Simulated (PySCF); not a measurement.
**CdF₂, singlet: data card**

Computed with PBE0 in PySCF with Cd def2-TZVP with ECP28, F def2-TZVP; scalar-relativistic core potentials, no spin–orbit coupling; density-fitted integrals.

The structure is a minimum.

```xyz
3
charge 0 multiplicity 1, angstrom
Cd    0.0000    0.0000    0.0000
F     0.0000    0.0000    1.9219
F     0.0000    0.0000   -1.9219
```

| Item | Value |
| --- | --- |
| Point group | D∞h |
| Bond lengths | Cd–F 1.922 Å (×2) |
| Bond angles | F–Cd–F 180.0° |
| Lowest empty level | -2.41 eV |
| Highest occupied level | -10.07 eV |
| Atomisation energy without zero-point energy | 635 kJ/mol |
| Dipole moment | 0.00 D |
| Zero-point energy | 8.8 kJ/mol |
| Principal quadrupole moments (Buckingham, traceless) about the centre of mass | -18.09, 9.04, 9.04 D Å |
| Heat capacity Cp at 298.15 K | 53.9 J/(mol K) |
| Enthalpy at 298.15 K above 0 K | 13.01 kJ/mol |
| Rotational constants | 0.1201 cm⁻¹ |
| Entropy at 298.15 K and 1 bar | 263.3 J/(mol K) |
| Principal polarisabilities | 17.5, 17.5, 32.5 bohr³ |
| Rotational symmetry number | 2 |

Harmonic modes (masses in u: Cd 113.903, F 18.998):
```json
{"symmetry": "πu", "ω (cm⁻¹)": "141", "IR (km/mol, summed over degenerate members)": "70.2", "type": "bend"}
{"symmetry": "σg+", "ω (cm⁻¹)": "541", "IR (km/mol, summed over degenerate members)": "0.0", "type": "stretch"}
{"symmetry": "σu+", "ω (cm⁻¹)": "645", "IR (km/mol, summed over degenerate members)": "103", "type": "stretch"}
```

In D∞h the vibrations span πu + σg+ + σu+. The σg+ mode carries no infrared intensity, as symmetry demands. With a centre of inversion only u modes can be infrared active and only g modes Raman active.

Charges (e):
```tsv
atom	Mulliken	Löwdin	polar tensor	Mayer order to Cd1
Cd1	1.11	0.93	1.25	–
F2,3	-0.55	-0.46	-0.63	0.71
```

Mulliken populations on Cd1 (electrons outside its core potential): s 2.63, p 6.27, d 9.99, f 0.00.

Counting electrons, cadmium keeps none of its valence electrons outside its bonds, so the VSEPR class is AX2 and the expected shape is linear (D∞h), as computed.

The final relaxation and frequency run took about 30 core-seconds on a shared host.
